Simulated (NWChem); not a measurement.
## ClSi (+1) in NWChem

```xyz
2

Si     0.0000     0.0000     1.0934
Cl     0.0000     0.0000    -0.9005
```
Charge +1, spin multiplicity 1.

The numbers come from NWChem runs, not from measurements. The geometry was optimised at PBE/def2-SVP, a minimum by its harmonic frequencies.

The field's frequency is 0.0428 Ha (1065 nm).

The structure started from a generated list of species.

Task: Give the polarisability tensor in bohr³ at PBE/Sadlej pVTZ, in the frame of the coordinates, and its isotropic mean.

Result: 
```
27.25   0.00   0.00
 0.00  27.25   0.00
 0.00   0.00  44.81
```
Mean (one third of the trace): 33.10 bohr³.
